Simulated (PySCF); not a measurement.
Cl₄H₃NTi, SMILES [NH3]->[Ti]([Cl])([Cl])([Cl])[Cl], multiplicity 1. Coordinates come from a PBE-D3(BJ)/def2-SVP optimisation. The spin state was assumed, not searched.

Computed equilibrium geometry at PBE-D3(BJ)/def2-SVP (PySCF confirms it by a frequency run) as Cartesian coordinates in Å, and its point group:
point group C3v.
```xyz
9

Ti     0.0000     0.0000     0.0312
Cl     1.9034     1.0989    -0.2928
Cl     0.0000     0.0000     2.2374
Cl    -1.9034     1.0989    -0.2928
Cl     0.0000    -2.1979    -0.2928
N      0.0000     0.0000    -2.2685
H      0.8322    -0.4805    -2.6371
H      0.0000     0.9609    -2.6371
H     -0.8322    -0.4805    -2.6371
```
